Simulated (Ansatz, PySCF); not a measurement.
4-fluoro-2,3-dihydrofuran (C₄H₅FO), SMILES C1OC=C(C1)F.

Geometry optimised at PBE-D3(BJ)/def2-SVP. The geometry has at least one imaginary mode, so it is a saddle point at that level. Other conformers were not sampled.

Vertical ionisation energy (IE) and electron affinity (EA) in eV. Rows of orbital energies are one-electron estimates. Where ΔSCF, EOM or ADC give a negative EA the extra electron is unbound and the value depends on the basis.

```json
[
 {"level": "−ε(HOMO), −ε(LUMO), ωB97X/def2-TZVP (PySCF)", "IE": "8.38", "EA": "-2.89"},
 {"level": "−ε(HOMO), −ε(LUMO), PBE/def2-TZVP (PySCF)", "IE": "4.78", "EA": "0.29"},
 {"level": "ΔSCF, PBE0/def2-TZVPD (Ansatz), final states of multiplicity 2 and 2", "IE": "?", "EA": "?"},
 {"level": "ΔSCF, PBE/def2-TZVPD (Ansatz), final states of multiplicity 2 and 2", "IE": "8.11", "EA": "-1.03"}
]
```

**Question.** What belongs in the gaps? (Estimate from the structure and the level; the computed values follow.)

**Answer.** 
- ΔSCF, PBE0/def2-TZVPD (Ansatz, a quantum-chemistry and plane-wave program), final states of multiplicity 2 and 2, IE: 8.29
- ΔSCF, PBE0/def2-TZVPD (Ansatz), final states of multiplicity 2 and 2, EA: -1.17

**Question.** What vertical singlet–triplet gap does ΔSCF give with PBE0/def2-TZVPD (Ansatz) and with PBE/def2-TZVPD (Ansatz)? (An estimate is asked for; the answer gives what the named calculation found.)

**Answer.** 3.72 and 3.74 eV (triplet above singlet where positive).
